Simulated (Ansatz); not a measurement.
Compare A (`C[SiH]1CCC1`) with its isomer B (`C/C=C\C[SiH3]`).

Calculated with Ansatz (gas phase, PBE0-D4/def2-TZVP geometries, no zero-point term in ΔE). CBS: MP2 limit from def2 TZ/QZ plus the TZ coupled-cluster correction, frozen cores. DFT in def2-TZVPP. B3LYP here is the variant with VWN-RPA as its local correlation; programs differ in this. Each species was taken in one conformer, which may not be the lowest.

A:

```xyz
15

C    -0.8791    0.7016   -1.9866
Si   -0.7157    0.0588   -0.2398
C     0.3951    0.9144    1.0205
C     0.8049   -0.5136    1.4729
C     0.4901   -1.3259    0.1871
H    -1.4605    1.6272   -2.0059
H     0.1011    0.9055   -2.4239
H    -1.3909   -0.0270   -2.6211
H    -2.0750   -0.2070    0.3183
H     1.2313    1.4194    0.5280
H     0.0000    1.5717    1.7940
H     0.1501   -0.8431    2.2844
H     1.8343   -0.6031    1.8310
H     1.3477   -1.3232   -0.4922
H     0.1666   -2.3557    0.3332
```

B:

```xyz
15

C     1.744    1.039   -0.543
C     0.922    1.073    0.700
C    -0.338    0.664    0.837
C    -1.206    0.051   -0.211
Si   -1.149   -1.829   -0.096
H     2.627    0.407   -0.406
H     1.195    0.655   -1.403
H     2.113    2.039   -0.795
H     1.414    1.476    1.581
H    -0.786    0.743    1.824
H    -0.903    0.340   -1.221
H    -2.245    0.370   -0.086
H    -1.522   -2.267    1.276
H    -2.093   -2.452   -1.065
H     0.227   -2.309   -0.392
```

(1) Which isomer does CCSD(T)/CBS put lower? Give the gap. (An estimate is asked.)

(2) Give E(B) − E(A) in kJ/mol with ωB97M-V, B3LYP, CCSD/def2-TZVPP, MP2/def2-TZVPP, PBE0-D4, r2SCAN-D4, B3LYP-D4. (Best estimate.)

Largest T1 diagnostic: 0.010.

## Answers

(1) Ansatz gave: A, by 57.2 kJ/mol.

(2) The calculation gave: ωB97M-V 64.6, B3LYP 42.5, CCSD/def2-TZVPP 55.3, MP2/def2-TZVPP 65.5, PBE0-D4 69.0, r2SCAN-D4 61.8, B3LYP-D4 43.2. None reverses the order clearly.

From PBE to PBE0 (25 % exact exchange), in def2-TZVPP and without D4, E(B) − E(A) moves by +8.1 kJ/mol. In def2-TZVPP, CCSD(T) changes the Hartree–Fock value by +22.6 kJ/mol (the triples alone add −0.0 kJ/mol) and MP2 by +32.8 kJ/mol.
